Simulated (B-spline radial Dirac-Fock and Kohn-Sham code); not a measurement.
**What relativity does to the binding energies of Ba⁴¹⁺**

System: Ba⁴¹⁺, configuration 1s2 2s2 2p6 3s2 3p3.

Both columns are ΔSCF binding energies of the configuration average from a B-spline atomic structure program: non-relativistic Hartree-Fock with a point nucleus, and Dirac-Fock with a finite nucleus and the Coulomb interaction alone, averaged over the two j levels with weights 2j+1.

| shell | Hartree-Fock (eV) | Dirac-Fock (eV) | shift (eV) | shift (%) |
| --- | --- | --- | --- | --- |
| 1s | 38458.1 | 40167.1 | +1709.02 | +4.44 |
| 2s | 8009.7 | 8466.8 | +457.14 | +5.71 |
| 3s | 3163.2 | 3298.2 | +134.95 | +4.27 |
| 3p | 3058.7 | 3116.4 | +57.78 | +1.89 |

Relativity binds 1s, 2s, 3s, 3p more strongly, among those listed most of all 2s in relative terms.

Values without a named source are computed, but for edge energies of neutral atoms, which are taken from tables.
